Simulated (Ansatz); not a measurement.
```yaml
crystal:
  periodic: [true, true, true]
  atoms:
    - {symbol: S, position_ang: [-0.529145, 1.937672, -1.345296]}
    - {symbol: B, position_ang: [-0.485475, 0.490078, -0.440037]}
    - {symbol: N, position_ang: [0.602962, -0.175821, 0.174642]}
    - {symbol: Si, position_ang: [-0.442856, -1.203039, 0.245547]}
    - {symbol: H, position_ang: [0.440804, 2.647336, -0.911800]}
    - {symbol: H, position_ang: [1.664902, 0.374784, 0.588024]}
    - {symbol: H, position_ang: [-1.101239, -1.580949, 1.700949]}
    - {symbol: H, position_ang: [-0.240773, -2.299175, -0.332145]}
basis:
  gaussian: {orbitals: aug-cc-pVTZ}
hamiltonian: {xc: {name: B3LYP5}}
output: {forces: true}
```

```sh
$ ansatz run in.yaml --threads 2 --pin off --events-out ev --progress --plain --max-ram 4352MiB
```

(1) How does Ansatz answer? (Estimate.)

Results:

(1) Ansatz gave: The program refused the input.
```
Error: YAML parse error: error: line 2 column 3: crystal: missing field `lattice` (a structure is typed as `lattice` and `atoms`, a molecule's as `atoms` in Å alone, or read from a run's directory, `checkpoint`)
 --> <input>:2:3
1 | crystal:
2 |   periodic: [true, true, true]
3 |   atoms:
4 |     - {symbol: S, position_ang: [-0.529145, 1.937672, -1.345296]}
```

B3LYP here is the variant with VWN-RPA as its local correlation; programs differ in this.
